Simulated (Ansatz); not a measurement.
Computed with Ansatz on PBE0-D4/def2-TZVP structures; ΔE is electronic, products minus reactants. CCSD(T)/CBS is the MP2 limit (def2-TZVPP, def2-QZVPP) plus CCSD(T) − MP2 in def2-TZVPP, frozen cores. This one scheme is used for every species. DFT in def2-TZVPP. Each species was taken in one conformer, which may not be the lowest.

Consider the cleavage of the B–Si bond: `CB(N)[SiH3]` + CH₃NH₂ → `CNB(C)N` + SiH₄.

```json
{"level": "PBE-D4", "ΔE (kJ/mol)": "-95.4", "difference from CCSD(T)/CBS": "11.4"}
{"level": "r2SCAN-D4", "ΔE (kJ/mol)": "-106.1", "difference from CCSD(T)/CBS": "0.7"}
{"level": "PBE0-D4", "ΔE (kJ/mol)": "-100.8", "difference from CCSD(T)/CBS": "6.0"}
{"level": "ωB97X-V", "ΔE (kJ/mol)": "-107.0", "difference from CCSD(T)/CBS": "-0.2"}
{"level": "ωB97M-V", "ΔE (kJ/mol)": "-110.9", "difference from CCSD(T)/CBS": "-4.1"}
{"level": "B2PLYP", "ΔE (kJ/mol)": "-109.8", "difference from CCSD(T)/CBS": "-3.0"}
{"level": "PBE", "ΔE (kJ/mol)": "-94.2", "difference from CCSD(T)/CBS": "12.6"}
{"level": "r2SCAN", "ΔE (kJ/mol)": "-105.6", "difference from CCSD(T)/CBS": "1.2"}
{"level": "PBE0", "ΔE (kJ/mol)": "-99.9", "difference from CCSD(T)/CBS": "6.9"}
{"level": "HF/def2-TZVPP", "ΔE (kJ/mol)": "-119.0", "difference from CCSD(T)/CBS": "-12.2"}
{"level": "MP2/def2-TZVPP", "ΔE (kJ/mol)": "-113.6", "difference from CCSD(T)/CBS": "-6.8"}
{"level": "CCSD/def2-TZVPP", "ΔE (kJ/mol)": "-109.2", "difference from CCSD(T)/CBS": "-2.4"}
{"level": "HF/def2-QZVPP", "ΔE (kJ/mol)": "-119.4", "difference from CCSD(T)/CBS": "-12.6"}
{"level": "SCS-MP2/def2-QZVPP", "ΔE (kJ/mol)": "-112.7", "difference from CCSD(T)/CBS": "-5.9"}
{"level": "MP2/CBS(def2)", "ΔE (kJ/mol)": "-112.8", "difference from CCSD(T)/CBS": "-6.0"}
{"level": "CCSD/CBS(def2)", "ΔE (kJ/mol)": "-108.4", "difference from CCSD(T)/CBS": "-1.6"}
{"level": "CCSD(T)/CBS", "ΔE (kJ/mol)": "-106.8", "difference from CCSD(T)/CBS": "0"}
```

Largest T1 diagnostic among the species: 0.013.

From PBE to PBE0 (25 % exact exchange), in def2-TZVPP and without D4, ΔE moves by −5.7 kJ/mol. In def2-TZVPP, CCSD(T) changes the Hartree–Fock value by +11.4 kJ/mol (the triples alone add +1.6 kJ/mol) and MP2 by +5.4 kJ/mol.
